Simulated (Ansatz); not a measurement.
trans-PtH2(AsH3)2 (As2PtH8), 11 atoms. Hardware: 4 threads of Arm Neoverse V1 on a shared host.

In the def2 sets Pt takes a core potential; there is no spin–orbit coupling. Correlated methods freeze 18 core orbitals; core or outer-core shells of Pt, As are correlated, in sets that lack core-valence functions.

(1) How many basis functions does each of these Ansatz runs have, and roughly what does it cost? PBE-D4/def2-TZVP, charge 0 unrestricted singlet, energy, from earlier orbitals; r2SCAN-D4/def2-SVP, charge 0 triplet, relaxation, 17 steps; PBE0-D4/def2-SVP, charge 0 unrestricted singlet, energy with a search over starts; PBE0-D4/def2-TZVP, charge 0 singlet, energy, from earlier orbitals; PBE0-D4/def2-SVP, charge 0 triplet, energy with a search over starts; HSE06-D4/def2-TZVP, charge 0 singlet, energy and forces, from earlier orbitals; r2SCAN-D4/def2-TZVPD, charge -1 doublet at the geometry of the charge 0 singlet, energy, from earlier orbitals; PBE0-D4/def2-SVP, charge 0 singlet, energy with a search over starts; PBE0-D4/def2-SVP, charge -1 doublet at the geometry of the charge 0 singlet, energy with a search over starts; PBE-D4/def2-TZVP, charge 0 singlet, energy, from earlier orbitals; PBE-QIDH/def2-TZVP, charge 0 singlet, energy, from earlier orbitals; B2PLYP/def2-TZVP, charge 0 singlet, energy, from earlier orbitals.

Results:

(1) Other jobs shared the machine, so times can vary by a factor of up to 3. A dash marks memory too small to be measured apart from the calling script's.

```
                                                                                                           run  functions  fitting or Cholesky vectors  wall time  peak host memory (GiB)
                                             PBE-D4/def2-TZVP, charge 0 singlet, energy, from earlier orbitals        184                         1494      2.3 s                       –
                                          PBE0-D4/def2-SVP, charge 0 singlet, energy with a search over starts        136                         1370      3.3 s                       –
                                            PBE0-D4/def2-TZVP, charge 0 singlet, energy, from earlier orbitals        184                         1612      3.6 s                    0.62
                                PBE-D4/def2-TZVP, charge 0 unrestricted singlet, energy, from earlier orbitals        184                         1494      3.7 s                       –
                             PBE0-D4/def2-SVP, charge 0 unrestricted singlet, energy with a search over starts        136                         1370      4.3 s                    0.55
                                HSE06-D4/def2-TZVP, charge 0 singlet, energy and forces, from earlier orbitals        184                         1612      5.5 s                    0.64
                                             B2PLYP/def2-TZVP, charge 0 singlet, energy, from earlier orbitals        184                         1424        6 s                       –
                                           PBE-QIDH/def2-TZVP, charge 0 singlet, energy, from earlier orbitals        184                         1424      6.5 s                       –
                                          PBE0-D4/def2-SVP, charge 0 triplet, energy with a search over starts        136                         1370      6.5 s                       –
 PBE0-D4/def2-SVP, charge -1 doublet at the geometry of the charge 0 singlet, energy with a search over starts        136                         1370       17 s                    0.66
r2SCAN-D4/def2-TZVPD, charge -1 doublet at the geometry of the charge 0 singlet, energy, from earlier orbitals        223                         1599       20 s                       –
                                                    r2SCAN-D4/def2-SVP, charge 0 triplet, relaxation, 17 steps        136                         1523    1.9 min                       –
```
